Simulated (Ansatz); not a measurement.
Computed with Ansatz on PBE0-D4/def2-TZVP structures; ΔE is electronic, products minus reactants. CBS: MP2 limit from def2 TZ/QZ plus the TZ coupled-cluster correction, frozen cores. This one scheme is used for every species. DFT in def2-TZVPP. For Se outer-core shells are correlated without core-valence functions, which leaves a few kJ/mol of doubt a bond. Scalar relativity is left out up to krypton. One conformer a species, not always the lowest.

`C[Se]CC=N` + PH₃ → `C[Se]P` + `CC=N`  (ligand exchange at the Se–C bond)

`C[Se]CC=N`:

```xyz
12

C     0.433    0.425    1.793
Se    1.512   -0.296    0.347
C     0.044   -0.990   -0.719
C    -0.768    0.039   -1.458
N    -0.531    1.267   -1.604
H    -0.102   -0.379    2.297
H     1.121    0.896    2.494
H    -0.264    1.170    1.413
H     0.489   -1.685   -1.438
H    -0.606   -1.589   -0.075
H    -1.674   -0.362   -1.925
H     0.347    1.505   -1.125
```

PH₃:

```xyz
4

P     0.151   -0.436   -0.352
H     0.808    0.822   -0.354
H     0.182   -0.537    1.064
H    -1.141    0.151   -0.359
```

`C[Se]P`:

Z-matrix (Å, degrees):
```
C
Se 1 1.952
H 1 1.088 2 110.3
H 1 1.088 2 110.4 3 122.7
H 1 1.090 2 106.0 3 -118.6
P 2 2.253 1 96.8 3 -60.6
H 6 1.419 2 97.7 1 133.4
H 6 1.419 2 97.8 1 -132.2
```

`CC=N`:

Z-matrix (Å, degrees):
```
C
C 1 1.493
H 1 1.092 2 111.6
H 1 1.094 2 110.3 3 -121.2
H 1 1.094 2 110.3 3 121.2
N 2 1.263 1 127.9 3 0.0
H 2 1.095 1 115.5 3 -180.0
H 6 1.023 2 110.6 1 0.0
```

Problem. Is it downhill or uphill in electronic energy at CCSD(T)/CBS, and by how much? (An estimate is asked.)

Solution. The calculation gave: Downhill: ΔE = -0.57 eV.

Problem. What do these levels give: PBE-D4, r2SCAN-D4, PBE0-D4, ωB97M-V, B2PLYP, r2SCAN, SCS-MP2/def2-TZVPP, CCSD/def2-TZVPP, CCSD(T)/def2-TZVPP, HF/def2-QZVPP, HF/CBS(def2), CCSD/CBS(def2)? (Estimate.)

Solution. The calculation gave: PBE-D4 -0.62, r2SCAN-D4 -0.63, PBE0-D4 -0.63, ωB97M-V -0.58, B2PLYP -0.62, r2SCAN -0.64, SCS-MP2/def2-TZVPP -0.52, CCSD/def2-TZVPP -0.53, CCSD(T)/def2-TZVPP -0.50, HF/def2-QZVPP -0.72, HF/CBS(def2) -0.72, CCSD/CBS(def2) -0.59 eV.

Largest T1 diagnostic among the species: 0.013.

In def2-TZVPP, CCSD(T) changes the Hartree–Fock value by +0.20 eV (the triples alone add +0.02 eV) and MP2 by +0.20 eV. The D4 term adds +0.06 eV with B3LYP and +0.03 eV with PBE0; it sums over pairs of atoms, weighted by their polarisabilities, and B3LYP, whose exchange is more repulsive, gets the larger term.

B3LYP here is the variant with VWN-RPA as its local correlation; programs differ in this.
